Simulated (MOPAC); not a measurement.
A run for MOPAC: PM3 on ClFGeH2 (SMILES [F][GeH2][Cl]), a point of a bond scan (R = 4.302 Å).

```
PM3 1SCF PRECISE CHARGE=0 THREADS=1
ClFGeH2

Ge    -0.48721924 1    -0.28782149 1     0.04175761 1
F     -1.17043530 1     1.31354765 1     0.03434333 1
Cl     3.77552704 1     0.20507817 1    -0.25694691 1
H     -0.82640627 1    -0.91124549 1     1.39620161 1
H     -0.99927659 1    -0.99707760 1    -1.21242615 1
```

It printed:

```
*******************************************************************************
 **                                                                           **
 **                              MOPAC v23.2.5                                **
 **                                                                           **
 *******************************************************************************
 ** MOPAC's Digital Object Identifier: https://doi.org/10.5281/zenodo.6511958 **
 **                                                                           **
 ** Please cite the open-source release paper for use of this MOPAC version:  **
 ** J. E. Moussa and J. J. P. Stewart (2026)                                  **
 ** MOPAC: An open-source semiempirical molecular orbital program             **
 ** J. Open Source Softw., 11(119), 8025, https://doi.org/10.21105/joss.08025 **
 *******************************************************************************

                              PM3 CALCULATION RESULTS

 *******************************************************************************
 *  PM3        - The PM3 Hamiltonian to be used
 *
 *
 *
 *                 CHARGE ON SYSTEM = 0
 *
 *
 *
 *  PRECISE    - TIGHTER CRITERIA TO BE USED
 *  1SCF       - DO 1 SCF AND THEN STOP
 *  THREADS=1  - MULTI-THREADING NOT USED
 *  T=         - A TIME OF 172800.0 SECONDS REQUESTED
 *  DUMP=N     - RESTART FILE WRITTEN EVERY 7200.0 SECONDS REQUESTED
 *******************************************************************************
PM3 1SCF PRECISE CHARGE=0 THREADS=1
 ClFGeH2

   ATOM   CHEMICAL          X               Y               Z
  NUMBER   SYMBOL      (ANGSTROMS)     (ANGSTROMS)     (ANGSTROMS)

     1      Ge         -0.48721924  *  -0.28782149  *   0.04175761  *
     2       F         -1.17043530  *   1.31354765  *   0.03434333  *
     3      Cl          3.77552704  *   0.20507817  *  -0.25694691  *
     4       H         -0.82640627  *  -0.91124549  *   1.39620161  *
     5       H         -0.99927659  *  -0.99707760  *  -1.21242615  *



          CARTESIAN COORDINATES

    NO.       ATOM           X           Y           Z

     1        Ge         -0.4872     -0.2878      0.0418
     2         F         -1.1704      1.3135      0.0343
     3        Cl          3.7755      0.2051     -0.2569
     4         H         -0.8264     -0.9112      1.3962
     5         H         -0.9993     -0.9971     -1.2124

  H: (PM3): J. J. P. STEWART, J. COMP. CHEM. 10, 209 (1989).
  F: (PM3): J. J. P. STEWART, J. COMP. CHEM. 10, 209 (1989).
 Cl: (PM3): J. J. P. STEWART, J. COMP. CHEM. 10, 209 (1989).
 Ge: (PM3): J. J. P. STEWART, J. COMP. CHEM. 12, 320-341 (1991).

           Empirical Formula: H2 Ge F Cl  =     5 atoms



      MOLECULAR POINT GROUP   :   Cs


      RHF CALCULATION, NO. OF DOUBLY OCCUPIED LEVELS = 10


 -------------------------------------------------------------------------------
 PM3 1SCF PRECISE CHARGE=0 THREADS=1
 ClFGeH2



     1SCF WAS SPECIFIED, SO BFGS WAS NOT USED
     SCF FIELD WAS ACHIEVED


                              PM3 CALCULATION
                                                       MOPAC v23.2.5 Linux




          FINAL HEAT OF FORMATION =         37.05545 KCAL/MOL =     155.03999 KJ/MOL


          COSMO AREA              =        128.65 SQUARE ANGSTROMS
          COSMO VOLUME            =        110.48 CUBIC ANGSTROMS

          IONIZATION POTENTIAL    =          8.439546 EV
          HOMO LUMO ENERGIES (EV) =         -8.440 -4.624
          NO. OF FILLED LEVELS    =         10
          MOLECULAR WEIGHT        =        129.0572         POINT GROUP:  Cs

          MOLECULAR DIMENSIONS (Angstroms)

            Atom       Atom       Distance
           Cl     3    F     2     5.07702
            H     5    H     4     2.61576
            H     4    F     2     2.15882


          SCF CALCULATIONS        =          1





   ATOM   CHEMICAL          X               Y               Z
  NUMBER   SYMBOL      (ANGSTROMS)     (ANGSTROMS)     (ANGSTROMS)

     1      Ge         -0.48721924  *  -0.28782149  *   0.04175761  *
     2       F         -1.17043530  *   1.31354765  *   0.03434333  *
     3      Cl          3.77552704  *   0.20507817  *  -0.25694691  *
     4       H         -0.82640627  *  -0.91124549  *   1.39620161  *
     5       H         -0.99927659  *  -0.99707760  *  -1.21242615  *

                             CARTESIAN COORDINATES

   1   Ge       -0.487219240    -0.287821490     0.041757610
   2    F       -1.170435300     1.313547650     0.034343330
   3   Cl        3.775527040     0.205078170    -0.256946910
   4    H       -0.826406270    -0.911245490     1.396201610
   5    H       -0.999276590    -0.997077600    -1.212426150


           Empirical Formula: H2 Ge F Cl  =     5 atoms



      MOLECULAR POINT GROUP   :   Cs


                  EIGENVALUES
 -52.13106 -21.55916 -17.82740 -17.25984 -16.74352 -14.77403 -13.07311  -9.60050
  -9.60003  -8.43955  -4.62354  -0.64853  -0.41054   0.53461


              NET ATOMIC CHARGES AND DIPOLE CONTRIBUTIONS

  ATOM NO.   TYPE          CHARGE      No. of ELECS.   s-Pop       p-Pop
    1         Ge           0.700154        3.2998     0.84559     2.45426
    2          F          -0.258233        7.2582     1.65347     5.60476
    3         Cl          -0.350012        7.3500     1.99994     5.35007
    4          H          -0.045957        1.0460     1.04596
    5          H          -0.045953        1.0460     1.04595
 DIPOLE           X         Y         Z       TOTAL
 POINT-CHG.    -6.131    -2.521     0.489     6.647
 HYBRID         0.191     0.290    -0.022     0.348
 SUM           -5.940    -2.231     0.467     6.363


          ATOMIC ORBITAL ELECTRON POPULATIONS

     Atom    s        px        py        pz
    1 Ge   0.84559   0.71234   0.73335   1.00856
    2  F   1.65347   1.87882   1.74427   1.98167
    3 Cl   1.99994   1.36011   1.99320   1.99677
    4  H   1.04596
    5  H   1.04595

 **********************
 *                    *
 * JOB ENDED NORMALLY *
 *                    *
 **********************




 == MOPAC DONE ==
```

The run finished.

Cost: very roughly 0.03 core-seconds.
